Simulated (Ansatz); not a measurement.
Geometry optimisation of the cluster W4⁻.

```yaml
crystal:
  periodic: [false, false, false]
  atoms:
    - {symbol: W, position_ang: [-2.143605, -1.947744, 0.031396]}
    - {symbol: W, position_ang: [-2.438504, 0.369767, -0.088948]}
    - {symbol: W, position_ang: [0.159326, -2.359190, 0.016670]}
    - {symbol: W, position_ang: [-0.135317, -0.040833, -0.087418]}
basis:
  gaussian: {orbitals: def2-SVPD}
total_charge: -1
magnetization: {spin_polarized: true, initial_magnetization: 3}
hamiltonian: {xc: pbe0, dispersion: d4}
scf: {lower_state_search: "off"}
output: {orbitals: {seedname: orbitals}}
relax: {f_tol: 0.02, max_steps: 100}
```

```sh
$ ansatz run in.yaml --threads 4 --pin off --events-out ev --progress --plain --max-ram 3916MiB
```

Output, abridged:

```
Functional definition: PBE0
mean field -7296.38379900 eV, -268.1371589465 hartree, gradient 2.0e-6 eV, S^2 4.875828; 0 other end points of the search recorded, 0 dependent functions left out
relax step   1: F+E_penalty+E_count = -7296.62205785 eV  Δ(F+E_penalty+E_count) = +0.000e0 eV  max|allowed force component| = 1.131e0 eV/Å  Δτ_max = 0.0000 Å  (89 SCF iters, accepted)
mean field -7295.66740715 eV, -268.1108320317 hartree, gradient 2.2e-6 eV, S^2 5.034583; 0 other end points of the search recorded, 0 dependent functions left out
relax step   2: F+E_penalty+E_count = -7295.90378752 eV  Δ(F+E_penalty+E_count) = +7.183e-1 eV  max|allowed force component| = 4.055e0 eV/Å  Δτ_max = 0.1953 Å  (48 SCF iters, rejected (line search))
mean field -7296.49128175 eV, -268.1411088649 hartree, gradient 2.3e-6 eV, S^2 4.923089; 0 other end points of the search recorded, 0 dependent functions left out
relax step   3: F+E_penalty+E_count = -7296.72877525 eV  Δ(F+E_penalty+E_count) = -1.067e-1 eV  max|allowed force component| = 9.252e-1 eV/Å  Δτ_max = 0.0933 Å  (44 SCF iters, accepted)
mean field -7296.54384574 eV, -268.1430405558 hartree, gradient 3.1e-6 eV, S^2 4.915977; 0 other end points of the search recorded, 0 dependent functions left out
relax step   4: F+E_penalty+E_count = -7296.78159385 eV  Δ(F+E_penalty+E_count) = -5.282e-2 eV  max|allowed force component| = 5.004e-2 eV/Å  Δτ_max = 0.0337 Å  (37 SCF iters, accepted)
mean field -7296.54396146 eV, -268.1430448086 hartree, gradient 2.2e-6 eV, S^2 4.919676; 0 other end points of the search recorded, 0 dependent functions left out
relax step   5: F+E_penalty+E_count = -7296.78170869 eV  Δ(F+E_penalty+E_count) = -1.148e-4 eV  max|allowed force component| = 1.638e-2 eV/Å  Δτ_max = 0.0015 Å  (45 SCF iters, accepted)
Total energy: -7296.78173337 eV, -268.1517827652 hartree
Atom 0 at    -2.101442    -1.907794     0.027962 Å, force    -0.010476    -0.010448    -0.002916 eV/Å
Atom 1 at    -2.475285     0.408538    -0.089506 Å, force    -0.015337     0.016375     0.002923 eV/Å
Atom 2 at     0.196171    -2.397838     0.019110 Å, force     0.015214    -0.016298     0.004194 eV/Å
Atom 3 at    -0.177543    -0.080906    -0.085865 Å, force     0.010599     0.010370    -0.004202 eV/Å
Dipole moment:     0.000036     0.000118     0.002213 e Å
Checks for a lower state left out: stability, starts, cluster_reference, orbital_swaps, neighbouring_geometries, increment
```

Run time 34 s (4 threads of Arm Neoverse V1 on a shared host).

In the def2 sets W takes a core potential; there is no spin–orbit coupling. The charge -1 quartet is spin-contaminated (final ⟨S²⟩ up to 4.92, 3.75 for a pure state). The structure comes from a short search, and lower isomers may exist.
